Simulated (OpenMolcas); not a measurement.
Cr3+ (d3) on a cation site of an ionic host was computed by CASSCF with the d shell active (OpenMolcas, ANO-RCC-VTZP on the metal). Its lowest spin-free states, and all those of the highest spin:

| 2S+1 | Degeneracy | E (cm-1) |
| --- | --- | --- |
| 4 | 1 | 0.0 |
| 4 | 3 | 11325 |
| 4 | 3 | 18418 |
| 2 | 2 | 18967 |
| 2 | 3 | 19910 |
| 2 | 3 | 25915 |
| 2 | 1 | 27246 |
| 2 | 3 | 29480 |
| 2 | 3 | 30806 |
| 4 | 3 | 30991 |
| 2 | 2 | 33099 |
| 2 | 3 | 35469 |

Task: Is the site octahedral, tetrahedral or cube-like, axial, or of lower symmetry?

Result: The states with 2S+1 = 4 have orbital degeneracies 1, 3, 3, 3. Threefold states need a cubic site. For d3 at this spin an octahedron puts the single A2 below the threefold T2 and a tetrahedron or cube puts the threefold T1 below the threefold T2, so the site is octahedral. The first gap at this spin, 11300 cm-1, is |10Dq| in ligand-field theory. The run had Cr3+ with its 6 nearest chloride ions at 2.4 Å, on the Zr site of Cs2ZrCl6 (a = 10.407 Å, distance in the model lattice 2.446 Å). The rest of the host is ab initio model potentials to 7.6 Å and point charges beyond; the distance is set by hand and nothing relaxes, and no local charge compensation is placed. Ligand basis ANO-RCC-VDZP.

Without dynamic correlation the repulsion within the d shell is too large (B by tens of per cent), so at a given field states of lower spin stand too high. Ligand-to-metal charge-transfer states are missing. With no ligand orbital active B as a rule stays too high, so bands that hang on it stand too high and its fall with covalency is understated. With metal d orbitals alone and no dynamic correlation the field as a rule comes out too small, by tens of per cent, by up to half for chloride and softer ligands. No measured value stands beside these numbers; the geometry was set by hand and not optimised.
